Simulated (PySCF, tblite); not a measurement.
Calculations on `C1CC[C]1[CH-]OC` [radical], in the order of a workflow; each names the level of the geometry that it ran on. Settings lines and outputs come from a driver script.

C6H10O (charge -1 and doublet state).
SMILES with atom numbers: `[CH3:1][O:2][CH-:3][C:4]1[CH2:5][CH2:6][CH2:7]1` (hydrogens: H8, H9, H10 on C1; H11 on C3; H12, H13 on C5; H14, H15 on C6; H16, H17 on C7)

Step 1: GFN2-xTB geometry optimisation, gas phase (tblite 0.8.0) (from a force-field or distance-geometry start)
```json
{"job": {"kind": "relax", "xc": "GFN2-xTB", "basis": "xTB"}, "charge": -1, "multiplicity": 2}
```
```
step      E/eV     max force
  0    -599.12093    4.743
  1    -599.39545    1.423
  2    -599.45436    0.942
...
277    -600.05449    0.019
278    -600.05455    0.017
279    -600.05459    0.012
280    -600.05461    0.011
281    -600.05463    0.009
```

Energy lowered by 21.5 kcal/mol over 281 steps; largest atomic force 0.009 eV/Å at the end. «max force» is the largest atomic force in eV/Å.

Time: 1.2 s wall. Hardware: Arm Neoverse V2, one thread, no GPU, shared host with 32 logical CPUs at a one-minute load of 8.9.

Step 2: GFN2-xTB harmonic vibrations, gas phase (tblite 0.8.0) (on the GFN2-xTB geometry)
```json
{"job": {"kind": "ir", "xc": "GFN2-xTB", "basis": "xTB"}, "charge": -1, "multiplicity": 2}
```
```
(table of modes left out)
```

45 modes from 42 to 2922 cm⁻¹ (unscaled, harmonic); zero-point energy 87.1 kcal/mol; all wavenumbers are real at this level.

On one thread, Arm Neoverse V2 (aarch64), no GPU (shared host), this took 0.35 s wall.

Step 3: UKS B3LYP, pcH-1 on C H O, non-relativistic, mean-field spin-orbit, GIAO (PySCF 2.14.0) (on the GFN2-xTB geometry)
```json
{"job": {"kind": "epr", "basis": "pcH-1"}, "charge": -1, "multiplicity": 2}
```
```
...
E = -309.76847922 Eh   <S^2> = 0.7548 (exact 0.7500)
g shifts (ppm)      1          2          3
  rmc          -157       -157       -157
  gc             21         42         35
  oz_so         -37        699       1254
  total        -173        584       1131
hyperfine (MHz)  atom isotope    a_iso     a_fc   dipolar eigenvalues
    0   13C       4.48       4.48     -2.22      0.05      2.17
    1   17O     -51.57     -51.57    -30.54     14.19     16.36
    2   13C     157.04     157.04    -43.37    -38.12     81.50
    3   13C      31.76      31.76    -30.34    -28.08     58.42
    4   13C     -13.04     -13.04     -1.30     -0.21      1.51
    5   13C      -1.05      -1.05     -1.24     -0.87      2.11
    6   13C      79.32      79.32     -5.43     -2.48      7.91
    7    1H      -1.76      -1.76     -2.31     -0.98      3.28
    8    1H       2.45       2.45     -4.12     -0.35      4.47
    9    1H       8.59       8.59     -2.61     -1.94      4.54
   10    1H       4.22       4.22    -17.33     -2.83     20.15
   11    1H      27.26      27.26     -3.16     -1.64      4.80
   12    1H      35.81      35.81     -2.45     -2.17      4.61
   13    1H      -2.33      -2.33     -1.70     -0.66      2.36
   14    1H       3.77       3.77     -2.04     -1.33      3.37
...
```

⟨S²⟩ 0.755; g_iso 2.0028. rmc, gc and oz_so are the mass-correction, gauge-correction and orbital-Zeeman/spin–orbit parts of the g shift along its three principal axes; a_iso is the isotropic hyperfine coupling and a_fc its Fermi-contact part. The log counts atoms from 0, this text from 1.

Time: 52 s of wall time (grids of density and orbitals included); peak memory 0.98 GiB. Hardware: one thread of an Arm Neoverse V2, no GPU (shared host).

Geometry of the electronic-property runs (GFN2-xTB):
```
atom  x, y, z in Å
C1     2.5004    0.5597   -0.1468
O2     2.2940   -0.7325   -0.5782
C3     0.8649   -1.1019   -0.6877
C4    -0.0907   -0.4362    0.1633
C5    -1.4596   -1.0480    0.4285
C6    -2.0697    0.3577    0.3693
C7    -0.7413    0.9192   -0.1498
H8     3.5831    0.7081   -0.0393
H9     2.0085    0.7425    0.8207
H10    2.1130    1.3071   -0.8612
H11    0.8616   -2.1946   -0.5978
H12   -1.5860   -1.5734    1.3896
H13   -1.8564   -1.7189   -0.3557
H14   -2.9281    0.4746   -0.3020
H15   -2.3512    0.7489    1.3521
H16   -0.3627    1.7943    0.4014
H17   -0.7867    1.2053   -1.2163
```

Whether the extra electron is bound in the gas phase wasn't checked; a finite basis holds it in any case. (This holds for the electronic-property runs.)

One conformer stands for the species.
